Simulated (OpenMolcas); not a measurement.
**Predicting a hybrid from its neighbours: GeSiH5Cl**

GeSiH5Cl: 8 atoms, total charge 0, spin state singlet. As SMILES, `[SiH3][GeH2][Cl]`. Geometry: relaxed at PBE0-D4/def2-TZVP.

The vertical energy of the triplet above the singlet y, in eV, basis def2-SVP; a is the functional's share of exact exchange. Programs: OpenMolcas 26.06.

| functional | program | a | y (eV) |
| --- | --- | --- | --- |
| revPBE | OpenMolcas | 0 | 5.30 |
| r2SCAN | OpenMolcas | 0 | 5.48 |
| B3LYP | OpenMolcas | 0.2 | ? |
| PBE0 | OpenMolcas | 0.25 | 5.63 |
| BHLYP | OpenMolcas | 0.5 | 6.03 |

**Question.** Fit y = c + s·a to the known rows and predict B3LYP.

**Answer.** 
1. Means of the 4 rows: a = 0.1875, y = 5.610.
2. Σ(Δa)² = 0.17188, Σ(Δa·Δy) = 0.215, so the slope is 0.215/0.17188 = 1.2509.
3. Intercept: 5.610 − (1.2509) × 0.1875 = 5.375. The largest residual of the fit is 0.10.
4. B3LYP: 5.375 + (1.2509) × 0.2 = 5.63 eV.

The run gave 5.63 eV, so the prediction is off by 0.00 eV: they agree to the digits shown. The rows mix families of semi-local functionals, which the line can't see.
